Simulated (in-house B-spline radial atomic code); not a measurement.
The numbers below are computed, except where a source is named.
**Weak and strong correlation along the adiabatic connection**

Two-electron singlets in several external potentials (atomic units), by full CI in B-splines with partial waves to l = 8 (correlation energies up to 0.6 % small). The repulsion is scaled by λ at fixed density; W(λ) is the mean repulsion less the Hartree energy, W(0) = E_x, and the area under W from 0 to 1 is E_xc.

Relative drop (W(λ) − E_x)/E_x:

```csv
system,λ = 0.12,λ = 0.25,λ = 0.4,λ = 0.6,λ = 0.8,λ = 1
"−V exp(−r²/w²), V = 3.05, w = 2.99",0.0187,0.0370,0.0561,0.0786,0.0982,0.1154
"ω²r²/2 − Z/r, ω = 0.0381, Z = 2",0.0110,0.0223,0.0345,0.0497,0.0637,0.0766
"−Z/r, Z = 0.5, wall at 12 bohr",0.0552,0.0999,0.1385,0.1762,0.2038,0.2249
"−Z/r, Z = 0.531, wall at 8.85 bohr",0.0425,0.0789,0.1121,0.1463,0.1727,0.1936
"−Z exp(−kr)/r, Z = 5.68, k = 1.39",0.0036,0.0074,0.0117,0.0173,0.0227,0.0280
"−V exp(−r²/w²), V = 21.9, w = 1.22",0.0070,0.0143,0.0224,0.0327,0.0425,0.0517
"ω²r²/2 − Z/r, ω = 0.624, Z = -1",0.0271,0.0529,0.0787,0.1079,0.1321,0.1524
```

**Question.** Order the systems by how far second-order (GL2) theory, half the initial slope (estimated from the first points of each curve), overshoots the correlation energy, least first.
A. ω²r²/2 − Z/r, ω = 0.0381, Z = 2
B. −V exp(−r²/w²), V = 21.9, w = 1.22
C. −Z exp(−kr)/r, Z = 5.68, k = 1.39
D. −Z/r, Z = 0.5, wall at 12 bohr
E. ω²r²/2 − Z/r, ω = 0.624, Z = -1
F. −Z/r, Z = 0.531, wall at 8.85 bohr
G. −V exp(−r²/w²), V = 3.05, w = 2.99

**Answer.** C (GL2/E_c = 1.05), B (GL2/E_c = 1.10), A (GL2/E_c = 1.15), G (GL2/E_c = 1.26), E (GL2/E_c = 1.36), F (GL2/E_c = 1.66), D (GL2/E_c = 1.85).

**Question.** What else changes along this order?

**Answer.** The ratio follows the bend of the curve. With it the leading natural occupation goes from 1.998 to 1.817 and −T_c/E_c from 0.95 to 0.56 between the first and the last.
